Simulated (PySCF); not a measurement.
Polarisability and C₆ of Sn- (tin, charge -1)

[Kr] 4d10 5s2 5p3, high-spin 4S determinant. Computed with PySCF 2.14 in aug-cc-pVQZ-DK3 (9s8p6d3f2g, 102 functions), with scalar relativity by spin-free X2C-1e. Coupled (time-dependent) response in atomic units; α is the mean over directions.

| method | mean α (bohr³) | C₆ (like pair) | S(−4) |
| --- | --- | --- | --- |
| BHandHLYP | 192.8 | 3390 | 19350 |

S(−4) is the Cauchy moment in α(ω) = α(0) + S(−4) ω² + …

α(iu) at BHandHLYP:

```
u (hartree)  α(iu) (bohr³)
          0          192.8
     0.0500          157.1
      0.100          109.1
      0.200          57.07
      0.300          34.92
      0.500          17.30
      0.750          9.561
       1.00          6.269
       1.50          3.480
       2.00          2.288
       3.00          1.235
       5.00         0.5278
```

A single London oscillator, α(iu) = α/(1 + u²/ω²), gives C₆ = (3/4) ω α². Matching the computed C₆ needs ω = 4 × 3390 / (3 × 192.8²) = 0.122 hartree.

For an ion, C₆ is the dispersion term alone; charge-induced terms of lower order in 1/R come first.

The outer electron is barely bound at this level, so radii and moments hang on the diffuse functions.
